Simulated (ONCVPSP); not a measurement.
**Hf (Z = 72), ONCV: configuration errors across variants**

* Element: Hf (Z = 72)
* Generator: ONCVPSP 4.0.1
* Type: optimised norm-conserving Vanderbilt (ONCV)
* Functional: LDA (Perdew-Zunger)
* Relativity: scalar-relativistic
* Frozen core: [Kr] 4d10 4f14
* Valence charge: 12
* Reference configuration: 5s2 5p6 5d2 6s1 (charge +1)
* Partial waves: 5s+6s: rc 1.60 bohr, ncon 4, nbas 9, qcut 5.9 1/bohr, 2 projectors; 5p: rc 1.30 bohr, ncon 4, nbas 7, qcut 7.4 1/bohr, 2 projectors, debl 2.6 Ha; 5d: rc 2.95 bohr, ncon 3, nbas 8, qcut 4.4 1/bohr, 2 projectors, debl 3.4 Ha
* Local potential: polynomial inside 1.25 bohr (lpopt 5, dvloc0 1 Ha)
* Core correction: Teter function, fcfact 5.5, rcfact 1.45

All-electron excitation energies from the reference (eV): (1) 5s2 5p6 5d2 6s2 -8.198; (2) 5s2 5p6 5d2 6s0 14.503; (3) 5s2 5p6 5d1 6s0 36.604; (4) 5s2 5p6 5d2 6s1.5 -4.849.

Errors AE − PS in meV (a dash: test not solved or not reliable):

```csv
change,(1),(2),(3),(4),bound ghosts,GHOST(+) flags above zero
base,+2.7,-6.7,+26,+1.4,none,s
"all radii but the core radius scaled by about 1.08 (s 1.72, p 1.40, d 3.18 bohr); local potential polynomial inside 1.34 bohr (lpopt 5, dvloc0 1 Ha)",+1.6,-10,+44,+1.0,none,s
p: qcut 7.5,+2.7,-6.7,+26,+1.4,none,s
d: debl 4.1,+2.9,-6.7,+22,+1.4,none,s
```

Question: Give the same row for: d: qcut 3.6.

Answer: +0.6, -14, +75, +0.7; bound ghosts: none; GHOST(+) flags above zero: s, d.
